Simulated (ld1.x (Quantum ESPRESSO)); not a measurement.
**Which change was made? (Hf, TM)**

```json
{
 "Element": "Hf",
 "Generator": "ld1.x (Quantum ESPRESSO) 7.5",
 "Type": "norm-conserving Troullier–Martins (Kleinman–Bylander form)",
 "Functional": "LDA (PZ)",
 "Relativity": "scalar-relativistic",
 "Frozen core": "[Xe] 4f14",
 "Valence charge": "4",
 "Reference configuration": "5d2 6s1.5 6p0.5",
 "Partial waves": "6p (bound): rc 3.00 bohr; 5d (bound): rc 2.75 bohr; 6s (bound): rc 2.30 bohr",
 "Local potential": "the s channel",
 "Core correction": "a·sin(br)/r model core inside 1.70 bohr"
}
```

Cutoffs, loose and tight: the cutoffs (Ry, on a coarse ladder) from which the occupation-weighted sum of valence levels, in a spherical-Bessel basis at the reference potential, stays within 10 and 1 mRy of its value at 400 Ry. They do not see the model core or the augmentation charge, which bear on the density cutoff. Test errors are all-electron minus pseudo excitation energies from the reference, over the configurations 5d2 6s2 6p0; 5d2 6s1 6p0; 5d2 6s0 6p0; 5d2.5 6s1.5 6p0; 5d2 6s0 6p1; 5d1 6s2 6p0; 5d2 6s0 6p2 (two spin-polarised tests are not counted in the largest error); variants that change the core or the reference have their own tests.

The base gives: outcome: generated; cutoff, loose: 21 Ry; cutoff, tight: 30 Ry; bound ghosts: none; largest test error (meV): -31.

Problem. After one change the result is: outcome: generated; cutoff, loose: 25 Ry; cutoff, tight: 30 Ry; bound ghosts: none; largest test error (meV): -35. Which change was it?
A. reference 5d1 6s0 6p0
B. wave 5d (bound): rc 2.75 bohr becomes 5d (bound): rc 2.12 bohr
C. wave 6p (bound): rc 3.00 bohr becomes 6p (bound): rc 2.02 bohr
D. wave 6s (bound): rc 2.30 bohr becomes 6s (bound): rc 3.54 bohr

Solution. B. The others give: reference 5d1 6s0 6p0 → outcome: generated; cutoff, loose: 18 Ry; cutoff, tight: 25 Ry; bound ghosts: none; largest test error (meV): -395 | wave 6p (bound): rc 3.00 bohr becomes 6p (bound): rc 2.02 bohr → outcome: generated; cutoff, loose: 100 Ry; cutoff, tight: 140 Ry; bound ghosts: p; largest test error (meV): -42 | wave 6s (bound): rc 2.30 bohr becomes 6s (bound): rc 3.54 bohr → outcome: generated; cutoff, loose: 18 Ry; cutoff, tight: 25 Ry; bound ghosts: none; largest test error (meV): -43.
